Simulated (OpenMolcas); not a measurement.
Levels of Nd3+ by method

```yaml
Program: OpenMolcas
Basis: ANO-RCC-VTZP [8s7p5d3f2g1h]
Scalar_Hamiltonian: DKH2, point nucleus
Active_space: 3 electrons in 12 orbitals (RAS2 4f; RAS3 5d, at most 1 electron)
State_averaging: 2S+1 = 4 odd, 35 roots; 2S+1 = 2 odd, 112 roots (105 in the spin-orbit step); 2S+1 = 4 even, 105 roots (83 in the spin-orbit step); 2S+1 = 2 even, 124 roots kept (CI in the orbitals of an earlier block, 75 in the spin-orbit step)
Spin-orbit_coupling: RASSI with atomic mean-field integrals over the reference wave functions, term energies averaged over their components
```

Methods on the same reference wave functions:
A. RASSCF
B. SS-RASPT2, IPEA 0.25 Eh, imaginary shift 0.1 Eh (closed shells correlated: 5s 5p)

Energies in cm⁻¹ above 4f³ ⁴I°_9/2, the measured ground level; measured values from the list in Arab et al., J. Quant. Spectrosc. Radiat. Transfer 229, 145 (2019) and Gaigalas et al. (2019), from Wyart et al. (2007).

| Level | A | B | Measured |
| --- | --- | --- | --- |
| 4f³ ⁴I°_9/2 | 0.0 | 0.0 | 0.0 |
| 4f³ ⁴I°_11/2 | 1983 | 2020 | 1897 |
| 4f³ ⁴I°_13/2 | 4132 | 4190 | 3907 |
| 4f³ ⁴I°_15/2 | 6401 | 6440 | 5989 |
| 4f³ ⁴F°_3/2 | 15815 | 13450 | 11698 |
| 4f³ ²H°_9/2(1) [74 %] | 15947 | 13640 | 12800 |
| 4f³ ⁴F°_5/2 | 16891 | 14570 | 12748 |
| 4f³ ⁴S°_3/2 | 17825 | 15450 | 13792 |
| 4f³ ⁴F°_7/2 | 17905 | 15570 | 13720 |
| 4f³ ⁴F°_9/2 | 19064 | 16750 | 14995 |
| 4f³ ²H°_11/2(1) | 19272 | 16990 | 16162 |
| 4f³ ²G°_7/2(1) | 22061 | 19310 | 17655 |
| 4f³ ⁴G°_5/2 | 23979 | 20800 | 17707 |
| 4f³ ²K°_13/2 | 24136 | 22120 | 20005 |
| 4f³ ²G°_9/2(1) [58 %] | 24898 | 22180 |  |
| 4f³ ⁴G°_7/2 | 25510 | 22390 | 19541 |
| 4f³ ²K°_15/2 | 26329 | 24320 | 22044 |
| 4f³ ⁴G°_9/2 | 27124 | 24060 |  |
| 4f³ ⁴G°_11/2 | 28548 | 25410 | 22047 |
| 4f³ ²P°_1/2 | 29973 | 25720 |  |
| 4f³ ²D°_5/2(1) | 30324 | 26380 | 24333 |
| 4f³ ²I°_11/2 | 37835 | 33760 | 30180 |
| 4f³ ²L°_15/2 | 38659 | 35740 | 31036 |
| 4f³ ²I°_13/2 | 39083 | 35140 | 31583 |

Deviations, from unrounded energies. A percentage is the sum of absolute deviations over the sum of measured energies, with the sign that they share, or ± where signs differ.

```csv
Against measurement,Levels,A,B
mean absolute deviation (cm-1),20,4400,2000
fine structure of the ground term (%),3,+6.1,+7.3
other terms of the ground configuration (%),17,+26.2,+12.0
```

B lies closest to measurement on these levels. The largest miss of B in the table is 4f³ ²L°_15/2, by +4700 cm-1. The ranking rests on the paired levels alone, and a cruder setting can come out closer through cancelling errors.

From A to B the spin-free energies of the other terms of 4f³ shown, above ⁴I°, scale by factors of 0.84 to 0.92, as is usual when dynamic correlation screens the repulsion within a d or f shell.

The lowest spin-free term lies below A's lowest term by 0.284 hartree in B.

CASPT2 does not keep the components of a term degenerate, so their means are used; among the terms shown or strongly mixed into the levels shown the widest spread is 540 cm-1 (4f³ ²L°, B). High states are left out of the spin-orbit mixing, which shifts the levels that they would mix with. Some levels mix across a computed gap that differs much from the measured one, so their mixing is not that of the real levels. Without dynamic correlation excited terms often stand tens of per cent too high (terms of higher spin than the ground term too low), and those without a measured partner can miss by more than the paired ones (holds for A). Each CASPT2 term energy is a mean over a sample of three components (holds for B). The CASPT2 spread within a term exceeds the gap to the next term for 4f³ ²K° and 4f³ ⁴G°, so the order of their levels is uncertain (holds for B). Some terms miss by over 15 % even with CASPT2, which points to a basis or an active space too small for the shells correlated (holds for B). Measured partners are found by configuration, term and J. A level has none where our copy of the source lacks it or the pairing is in doubt (some pairs that miss far off the trend of their configuration count as doubtful), and it then counts in no deviation. Levels of configurations outside the active space are missing. Levels that lie high or do not pair safely by name in every column are left out.

A share in square brackets marks a mixed level and gives the weight of the term that names it, the lowest over the columns. A number in round brackets counts repeated terms of one configuration in the order of the reference energies. ° marks odd parity.
